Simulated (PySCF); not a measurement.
**Nuclear quadrupole coupling in `FC(F)(F)c1ccon1`**

Compound: C₄H₂F₃NO.
Structure used (GFN2-xTB), in Å, numbered top down from 1:
```
atom  x, y, z in Å
F1    -2.217   -0.417    1.246
C2    -1.678   -0.041    0.080
F3    -1.992    1.252   -0.090
F4    -2.312   -0.720   -0.883
C5    -0.197   -0.242    0.042
C6     0.798    0.747   -0.148
C7     1.952    0.022   -0.094
O8     1.666   -1.263    0.108
N9     0.344   -1.426    0.192
H10    0.656    1.796   -0.296
H11    2.985    0.293   -0.181
```

Field gradients from the B3LYP/pcJ-1 density (PySCF, non-relativistic), principal values in atomic units, ordered |Vxx| ≤ |Vyy| ≤ |Vzz|:

```csv
atom,Vxx,Vyy,Vzz
O8,-0.8726,-0.8802,1.7528
N9,0.0829,1.1462,-1.2291
```

Question: Find the asymmetry η = (Vxx − Vyy)/Vzz and the couplings χ = eQV/h (234.96 MHz × Q in barn × V in au), with Q(17O) = −0.0256 b, Q(14N) = 0.02044 b.

Answer: 
```
atom             environment  nucleus     η  χzz (MHz)  χxx (MHz)  χyy (MHz)
  O8             ring oxygen      17O  0.00     -10.54       5.25       5.29
  N9  pyridine-type nitrogen      14N  0.87      -5.90       0.40       5.50
```

The gradient is axial or nearly so (η below 0.05) at O8. The tensor is traceless: Vxx + Vyy + Vzz = 0.

Question: What is Vzz at N9 in SI units (1 au = 9.71736 × 10²¹ V/m²)?

Answer: -1.2291 au = -11.943 × 10²¹ V/m².

Question: And the gradient at the other heavy atoms, for which no coupling is worked out here?

Answer: 
```
atom                        environment  Vzz (au)     η
  F1            fluorine of a CF3 group     2.915  0.05
  C2                         CF3 carbon    -0.383  0.07
  F3            fluorine of a CF3 group     2.879  0.02
  F4            fluorine of a CF3 group     2.914  0.05
  C5        substituted aromatic carbon     0.138  0.50
  C6                 aromatic CH carbon     0.174  0.60
  C7  aromatic CH next to a ring oxygen    -0.350  0.40
```

Were the hydrogens deuterons (Q(2H) = 0.00286 b), χzz would run from 219 kHz (H11) to 227 kHz (H10).

Geometry: GFN2-xTB; no solvent, vibrations or thermal averaging. GFN2-xTB bond lengths can be off by several hundredths of an ångström, more for odd bonds, and the gradients follow them. The basis is small and wasn't made for field gradients, so the couplings can be 20 % off.
